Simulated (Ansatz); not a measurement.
## Abstraction of F: GeHF3 + Ge(CH3)F2 → GeHF2 + Ge(CH3)F3

Species: GeHF3 `[F][GeH]([F])[F]`, singlet; Ge(CH3)F2, doublet; GeHF2 `[F][GeH][F]`, doublet; Ge(CH3)F3, singlet. A radical takes F: the energy is the difference in strength between two Ge–F bonds in different surroundings.

Shapes, held fixed at every level: PBE0-D4/def2-TZVP. Programs: Ansatz 0.2.0. The zero-point and thermal change to 298 K, harmonic and unscaled (PBE0-D4/def2-TZVP), is -1.1 kJ/mol.

(1) Estimate ΔH(298 K) of this reaction.

## Answers

(1) The highest level, CCSD(T)/def2-TZVPP, gives ΔH(298 K) = -6.4 kJ/mol; the levels span -9.7 to -6.4. The column of differences is taken from that level and isn't an error. No measured value is set beside it here. Open shells run unrestricted. Relativity is left out for Ge. Outer-core shells of Ge are correlated, in sets that cover them unevenly. Times are processor times on shared x86 and Arm servers, and rough.

```json
{"level": "HF/def2-SVP", "kind": "Hartree–Fock", "ΔH(298 K) (kJ/mol)": "-9.7", "less CCSD(T)/def2-TZVPP": "-3.3", "CPU time (sum over the molecules)": "–"}
{"level": "SPW92/def2-TZVPP", "kind": "LDA", "ΔH(298 K) (kJ/mol)": "-6.7", "less CCSD(T)/def2-TZVPP": "-0.3", "CPU time (sum over the molecules)": "12 s"}
{"level": "BHLYP-D4/def2-TZVPP", "kind": "global hybrid", "ΔH(298 K) (kJ/mol)": "-7.2", "less CCSD(T)/def2-TZVPP": "-0.8", "CPU time (sum over the molecules)": "28 s"}
{"level": "r2SCAN0-D4/def2-TZVPP", "kind": "global hybrid", "ΔH(298 K) (kJ/mol)": "-7.4", "less CCSD(T)/def2-TZVPP": "-1.0", "CPU time (sum over the molecules)": "47 s"}
{"level": "wB97M-V/def2-TZVPP", "kind": "range-separated hybrid", "ΔH(298 K) (kJ/mol)": "-7.2", "less CCSD(T)/def2-TZVPP": "-0.8", "CPU time (sum over the molecules)": "95 s"}
{"level": "wB97X-V/def2-TZVPP", "kind": "range-separated hybrid", "ΔH(298 K) (kJ/mol)": "-6.9", "less CCSD(T)/def2-TZVPP": "-0.5", "CPU time (sum over the molecules)": "74 s"}
{"level": "CCSD/def2-TZVPP", "kind": "coupled cluster or CI", "ΔH(298 K) (kJ/mol)": "-6.6", "less CCSD(T)/def2-TZVPP": "-0.2", "CPU time (sum over the molecules)": "–"}
{"level": "CCSD(T)/def2-TZVPP", "kind": "coupled cluster or CI", "ΔH(298 K) (kJ/mol)": "-6.4", "less CCSD(T)/def2-TZVPP": "0.0", "CPU time (sum over the molecules)": "8.5 min"}
```
